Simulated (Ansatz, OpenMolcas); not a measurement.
# A ladder of methods for AsH2 (SMILES [AsH2])

AsH2 has 3 atoms, charge 0, and is taken as a doublet. As SMILES, `[AsH2]`. The coordinates come from a PBE0-D4/def2-TZVP relaxation.

```xyz
3

As   -0.5733    0.3274   -0.2748
H     0.6804    0.7957    0.4591
H    -0.1071   -1.1232   -0.1843
```

Quantity: the vertical ionisation energy (to the singlet cation), in eV. The values are calculated.

```tsv
level	kind	program	value (eV)	less CCSD(T)/cc-pVTZ	CPU time (all runs)
U-revPBE/cc-pVTZ	GGA	OpenMolcas	9.43	+0.06	49 s
UTPSS/cc-pVTZ	meta-GGA	OpenMolcas	9.50	+0.13	57 s
UB3LYP/cc-pVTZ	global hybrid	Ansatz	9.49	+0.12	4.8 s
U-wB97M-V/cc-pVTZ	range-separated hybrid	Ansatz	9.35	-0.02	20 s
UB2PLYP/cc-pVTZ	double hybrid	Ansatz	9.40	+0.03	5.4 s
RPA@PBE/cc-pVTZ	RPA	Ansatz	9.54	+0.17	4.7 s
RPA@PBE0/cc-pVTZ	RPA	Ansatz	9.53	+0.16	5.7 s
UMP2/cc-pVTZ	perturbation theory	Ansatz	9.39	+0.02	2 s
ROCCSD(T)/cc-pVTZ	coupled cluster or CI	OpenMolcas	9.37	0.00	49 s
```

Differences are taken from ROCCSD(T)/cc-pVTZ for orientation; it has basis-set and higher-order errors of its own. All-electron rows without a relativistic Hamiltonian named are non-relativistic. The values span 9.35 to 9.54 eV. In the correlated wave-function rows the outer d shell of As is correlated, in sets not made for it. CPU times are rough (shared hosts, several kinds of processor): they show what a rung costs within a factor of a few.
